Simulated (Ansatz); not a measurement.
C4H8Si (`CC=C=C[SiH3]`). Charge 0, multiplicity 1. Geometry: relaxed with PBE0-D4/def2-TZVP.

```xyz
13

C    -1.382   -1.951   -0.258
C    -0.254   -1.367    0.536
C    -0.022   -0.092    0.664
C     0.230    1.183    0.752
Si    1.335    2.037   -0.477
H    -2.034   -2.556    0.379
H    -1.983   -1.170   -0.723
H    -1.001   -2.607   -1.046
H     0.416   -2.057    1.044
H    -0.219    1.753    1.565
H     0.599    3.128   -1.171
H     1.809    1.046   -1.475
H     2.505    2.652    0.209
```

Problem. What is the dipole moment at PBE/def2-TZVPP? (Estimate.)

Solution. The calculation gave: 1.02 D, with components (-0.60, -0.80, 0.21) D in this frame, pointing from negative to positive charge.

Problem. And with r2SCAN, B3LYP, ωB97M-V? (An estimate is asked.)

Solution. The calculation gave: r2SCAN 1.05 D, B3LYP 1.00 D, ωB97M-V 1.01 D.

Problem. Give the Mulliken charges with PBE, r2SCAN, ωB97M-V in def2-TZVPP. (Estimate.)

Solution. The calculation gave: 
| atom | PBE | r2SCAN | ωB97M-V |
| --- | --- | --- | --- |
| C1 | -0.19 | -0.07 | -0.26 |
| C2 | -0.17 | -0.16 | -0.13 |
| C3 | 0.05 | 0.07 | 0.00 |
| C4 | -0.21 | -0.29 | -0.28 |
| Si5 | 0.25 | 0.35 | 0.22 |
| H6 | 0.09 | 0.05 | 0.11 |
| H7 | 0.09 | 0.05 | 0.10 |
| H8 | 0.09 | 0.05 | 0.11 |
| H9 | 0.09 | 0.08 | 0.12 |
| H10 | 0.09 | 0.08 | 0.11 |
| H11 | -0.06 | -0.08 | -0.03 |
| H12 | -0.05 | -0.07 | -0.03 |
| H13 | -0.06 | -0.08 | -0.03 |

B3LYP here is the variant with VWN-RPA as its local correlation; programs differ in this.

Computed with Ansatz.
